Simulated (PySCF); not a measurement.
FH₃OSn. Atoms are numbered in the order given.

```xyz
6

Sn     0.2970     0.0235     0.0000
O     -0.7750    -1.6054     0.0000
F     -1.0250     1.4197     0.0000
H      1.1476     0.1545    -1.4636
H      1.1476     0.1545     1.4636
H     -1.7178    -1.4197     0.0000
```
Charge 0, spin multiplicity 1.

Geometry: PBE0-D3(BJ)/def2-TZVP. A frequency run showed that this geometry is not a minimum. The def2 effective core potentials stand for the cores of Sn; spin–orbit coupling is left out. The values are those of a single conformer.

Level of theory: IEF-PCM-ωB97X/def2-SVP run with PySCF 2.14.0.

The values are the electrostatic part of the solvation free energy, E(continuum) − E(gas) at the gas-phase geometry, in a cavity of scaled van der Waals radii (PySCF's table); cavitation and dispersion terms are not included. A continuum can't describe solvent molecules that bind to the metal. In vacuum the orbital gap is 12.82 eV. The dipole moment in vacuum is 1.43 D.

Computed values in water (ε = 78.36), diethylether (ε = 4.24), chloroform (ε = 4.71):
| solvent | ε | ΔG(elec) (kcal/mol) | dipole (D) | gap (eV) |
|---|---|---|---|---|
| water | 78.36 | -6.7 | 1.73 | 12.88 |
| diethylether | 4.24 | -4.6 | 1.64 | 12.87 |
| chloroform | 4.71 | -4.8 | 1.65 | 12.87 |
